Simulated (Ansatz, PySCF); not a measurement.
Dissociation curve of OLi (cation, charge +1), lowest triplet found (which spin is the ground state isn't settled by this scan). Each curve is given relative to its own lowest point between 1.68 and 2.44 Å, where full CI is lowest.

```csv
R / Å,A,B,C
1.41,51.1,54.2,54.6
1.51,30.3,32.3,32.0
1.62,16.2,17.5,16.8
1.68,11.1,12.2,11.5
1.77,5.9,6.8,6.0
1.83,3.6,4.4,3.7
1.89,2.0,2.7,2.1
1.97,0.7,1.2,0.8
2.02,0.3,0.6,0.3
2.08,0.0,0.2,0.0
2.19,0.1,0.0,0.0
2.29,0.5,0.2,0.4
2.44,1.5,1.0,1.3
2.61,2.8,2.2,2.5
2.86,4.6,4.1,4.3
3.10,6.1,5.8,5.8
3.45,7.6,8.1,7.6
3.79,8.7,9.7,8.8
4.28,9.6,11.1,9.8
4.81,10.1,12.0,10.4
5.64,10.6,12.8,11.0
6.64,10.9,13.4,11.4
```

Energies in kcal/mol.

Q: Which curve belongs to which method? The methods are unrestricted Hartree-Fock/6-31G*, spherical d in PySCF; unrestricted BP86/6-31G*, spherical d run with PySCF 2.14.0; MP2 on UHF/aug-cc-pVDZ, frozen core in Ansatz (a first-principles code).

A: A is UMP2; B is UKS-BP86/6-31G*; C is UHF/6-31G*.
